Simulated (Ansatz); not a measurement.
Gas-phase reaction R1 + R2 → P1 + P2, each structure at its B3LYP-D3(BJ)/def2-TZVP stationary point, reached from a drawn start (curvature not checked).
R1: F atom, charge 0, multiplicity 2.
P1: H atom, charge 0, multiplicity 2.
R2: H2 (SMILES [H][H]), charge 0, multiplicity 1.
P2: HF (SMILES F), charge 0, multiplicity 1.

P less R. No zero-point or thermal terms; singlets are restricted closed shells; open shells are unrestricted; no spin–orbit coupling.

Run with Ansatz (a program for electronic structure). Each number belongs to the level named beside it.

**Question.** One of these levels gives -0.613 eV for the reaction energy. Which one is it?
A. BLYP/def2-TZVPPD
B. BHLYP/def2-TZVPPD
C. HF/aug-cc-pVDZ
D. B3LYP/def2-TZVPPD

**Answer.** C, HF/aug-cc-pVDZ. The others give -1.374 (BLYP/def2-TZVPPD), -1.258 (B3LYP/def2-TZVPPD), -0.997 (BHLYP/def2-TZVPPD)
